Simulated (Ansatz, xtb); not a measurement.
CHBFSi: where a starting geometry ends

The starting geometry of this gas-phase doublet was built from a drawn formula by distance geometry and a force field; its bonds are those of `FB1C=[Si]1`.

```yaml
atoms:
  - { symbol: C, position_ang: [-0.2829, 0.5470, 0.3018] }
  - { symbol: B, position_ang: [-1.2524, 1.4111, -0.7361] }
  - { symbol: F, position_ang: [-2.1139, 1.4623, -1.8676] }
  - { symbol: Si, position_ang: [-0.2496, 2.2813, 0.4659] }
  - { symbol: H, position_ang: [0.0537, -0.4230, 0.6502] }
```

Problem. Predict what becomes of its bonds when it is optimised with r2SCAN-D4/def2-SVP.

Solution. It keeps its bonds, and is `FB1C=[Si]1`. Distances that change by over a tenth: C1–B2 (1.66 → 1.47 Å), B2–Si4 (1.79 → 2.03 Å).

The energy falls by 0.96 eV over 9 steps:

```csv
step,E − E(last) (eV)
1,0.962
2,0.288
3,0.045
4,0.012
5,0.007
6,0.003
7,0.001
8,0.000
9,0.000
```

Final geometry (Å):

```xyz
5

C    -0.3437    0.6739    0.2497
B    -1.2071    1.3189   -0.7481
F    -2.0390    1.2730   -1.7591
Si   -0.1471    2.3897    0.6144
H    -0.1082   -0.3768    0.4572
```

From the same start GFN2-xTB ends elsewhere, differing in B2–Si4 (2.66 against 2.03 Å here).

The end wasn't checked by frequencies. Open shells are spin-unrestricted. Run with Ansatz 0.2.0, 27 s on 1 thread of Intel(R) Xeon(R) 6975P-C (Granite Rapids) (shared host).
